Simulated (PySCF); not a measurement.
CH3FOSi.
SMILES: `O=C[SiH2]F`

Torsions of this conformer, `[O:1]=[CH:2][SiH2:3][F:4]`: O1–C2–Si3–F4 179°.

The closed-shell ground state was solved at several levels (PySCF, density fitting, gas phase, non-relativistic). Geometry: PBE0-D3(BJ)/def2-SVP, one conformer, isolated molecule.

```
           level  basis functions  total energy (Eh)  HOMO (eV)  LUMO (eV)  gap (eV)  dipole (D)
PBE0/aug-cc-pVDZ              123          -504.1719      -7.48      -2.07      5.41        0.78
 B3LYP/def2-TZVP              148          -504.6275      -7.24      -2.28      4.96        0.85
  B97-D/pcSseg-2              193          -504.4800      -6.04      -3.10      2.94        0.75
   OPBE/pcSseg-2              193          -504.4467      -5.96      -3.11      2.85        0.66
wB97X-D/pcSseg-2              193          -504.5363      -9.38      -0.16      9.22        0.85
   PBE0/pcSseg-1               90          -504.1179      -7.43      -1.92      5.51        0.80
```

(1) What might PBE0/pcSseg-0 (46 basis functions) give for the same quantities?

(2) Over all these levels, which gives the widest orbital gap and which the narrowest?

(3) How much does the basis alone move the frontier levels among the 3 PBE0 rows (the withheld one included)?

(4) How far do the dipole and the HOMO energy spread over the levels?

Results:

(1) Total energy -503.2781 Eh, HOMO -7.50 eV, LUMO -1.91 eV, gap 5.59 eV, dipole 0.75 D.

(2) wB97X-D/pcSseg-2 (range-separated hybrid) has the widest, 9.22 eV, and OPBE/pcSseg-2 (GGA) the narrowest, 2.85 eV. The two share the basis. From the narrowest to the widest the HOMO moves by -3.42 eV and the LUMO by +2.95 eV.

(3) The HOMO by 0.07 eV and the LUMO by 0.16 eV. By rising basis size (HOMO, LUMO in eV): pcSseg-0 -7.50, -1.91; pcSseg-1 -7.43, -1.92; aug-cc-pVDZ -7.48, -2.07.

(4) The dipole runs from 0.66 to 0.85 D (mean 0.78 D) and the HOMO from -9.38 to -5.96 eV.

Note: B97-D and wB97X-D ran without an empirical dispersion term, which enters the total energy and its gradient alone.
